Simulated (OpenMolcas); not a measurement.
**Levels of As+ by method**

* Program: OpenMolcas 26.06
* Basis: ANO-RCC-VTZP [6s5p3d1f]
* Scalar Hamiltonian: DKH2, point nucleus
* Active space: 4 electrons in 4 orbitals (4s 4p)
* State averaging: 2S+1 = 3 even, 3 roots; 2S+1 = 1 even, 6 roots; 2S+1 = 5 odd, 1 root; 2S+1 = 3 odd, 9 roots; 2S+1 = 1 odd, 8 roots
* Spin-orbit coupling: RASSI with atomic mean-field integrals over the reference wave functions, term energies averaged over their components

Methods on the same reference wave functions:
A. CASSCF
B. SS-CASPT2, IPEA 0.25 Eh, imaginary shift 0.1 Eh (closed shells correlated: 3d)
C. XMS-CASPT2, IPEA 0.25 Eh, imaginary shift 0.1 Eh (closed shells correlated: 3d)

Energies in cm⁻¹ above 4s² 4p² ³P₀, the measured ground level; measured values from NIST Handbook of Basic Atomic Spectroscopic Data.

```
             Level       A       B       C  Measured
       4s² 4p² ³P₀     0.0     0.0     0.0       0.0
       4s² 4p² ³P₁     939     945     940      1063
       4s² 4p² ³P₂    2311    2280    2280      2541
       4s² 4p² ¹D₂   12550    9890    9970     10096
       4s² 4p² ¹S₀   22243   21610   22120     22599
       4s 4p³ ⁵S°₂   42777   49500   50030     54817
       4s 4p³ ³D°₂   80142   71450   71840     73862
       4s 4p³ ³D°₁   80175   71470   71860     73750
       4s 4p³ ³D°₃   80294   71570   71970     74244
       4s 4p³ ³P°₀   91071   85910   85450          
       4s 4p³ ³P°₁   91135   85960   85490          
       4s 4p³ ³P°₂   91237   86040   85580          
       4s 4p³ ¹D°₂  120791  106080  105060          
4s 4p³ ³S°₁ [54 %]  125343  117750  116060          
4s 4p³ ¹P°₁ [54 %]  131452  120110  118600
```

Deviations, from unrounded energies. A percentage is the sum of absolute deviations over the sum of measured energies, with the sign that they share, or ± where signs differ.

```
                        Against measurement  Levels      A      B      C
             mean absolute deviation (cm-1)       8   4200   1800   1500
      fine structure of the ground term (%)       2   -9.9  -10.6  -10.8
other terms of the ground configuration (%)       2   ±8.6   -3.7   -1.8
                   other configurations (%)       4  ±11.1   -4.6   -4.0
```

C lies closest to measurement on these levels and A furthest from it. The largest miss of C in the table is 4s 4p³ ⁵S°₂, by -4800 cm-1. The ranking rests on the paired levels alone, and a cruder setting can come out closer through cancelling errors.

Between B and C the level of the table that moves most is 4s 4p³ ³S°₁ [54 %], by 1700 cm-1 (lowest in C, highest in B). Moves below CASPT2's spread within the term are not significant.

The mean deviations of B to C differ by less than CASPT2's widest spread within a term (2900 cm-1), so their order carries little weight.

From A to B the spin-free energies of the other terms of 4s² 4p² shown, above ³P, scale by factors of 0.75 to 0.97.

The lowest spin-free term lies below A's lowest term by 0.099 hartree in B, 0.101 hartree in C.

CASPT2 does not keep the components of a term degenerate, so their means are used; among the terms shown or strongly mixed into the levels shown the widest spread is 2900 cm-1 (4s 4p³ ¹D°, C). Over all roots computed the reference weight is 0.86 to 0.98 in B, 0.85 to 0.98 in C; the roots of lowest weight are the least certain, and an intruder state may touch them. Terms of s pⁿ other than that of highest spin mix with s² pⁿ⁻² d, which this space lacks; all of them can be thousands of cm-1 off, and some have no real level of that name. Without dynamic correlation excited terms often stand tens of per cent too high (terms of higher spin than the ground term too low), and those without a measured partner can miss by more than the paired ones (holds for A). Computed and measured levels are paired by configuration, term and J; levels that our copy of the source lacks, or whose pairing is in doubt (as where it misses far off the trend of its configuration), stay unpaired and out of the deviations. Levels of configurations outside the active space are missing.

A share in square brackets marks a mixed level and gives the weight of the term that names it, the lowest over the columns. ° marks odd parity.
